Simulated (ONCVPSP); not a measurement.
**An all-electron radial function and its pseudo partner (carbon (C))**

Columns: radius, all-electron u(r) and pseudo u(r) of the 2p shell (level -5.29 eV) of carbon in the configuration [He] 2s2 2p2; PBE, scalar-relativistic, ONCV scheme, ONCVPSP 4.0.1.

```csv
r (bohr),all-electron,pseudo
0.105,0.0515,0.0202
0.210,0.1557,0.0779
0.315,0.2707,0.1658
0.420,0.3782,0.2728
0.525,0.4705,0.3864
0.630,0.5459,0.4948
0.735,0.6056,0.5883
0.840,0.6504,0.6609
0.945,0.6812,0.7102
1.050,0.6998,0.7373
1.155,0.7080,0.7455
1.260,0.7078,0.7395
1.365,0.7007,0.7241
1.470,0.6883,0.7034
1.575,0.6718,0.6801
1.680,0.6523,0.6560
1.785,0.6305,0.6317
1.890,0.6072,0.6074
1.995,0.5829,0.5829
2.100,0.5581,0.5581
2.205,0.5331,0.5331
2.310,0.5083,0.5083
2.415,0.4839,0.4839
2.520,0.4599,0.4599
2.625,0.4366,0.4366
2.730,0.4141,0.4141
```

Question: How many radial nodes do the two functions have?

Answer: The all-electron 2p function has n − l − 1 = 0; the pseudo-wave has 0.

Question: At about which radius was the pseudo-wave matched?

Answer: 2.10 bohr. The columns agree to 0.0005 from 1.89 bohr on; several derivatives are matched, so the curves merge somewhat inside the radius.

Question: Is the pseudo-wave norm-conserving?

Answer: Yes: the ONCV scheme keeps the norm inside the radius equal to the all-electron one, which fixes the energy derivative of the logarithmic derivative at the level.
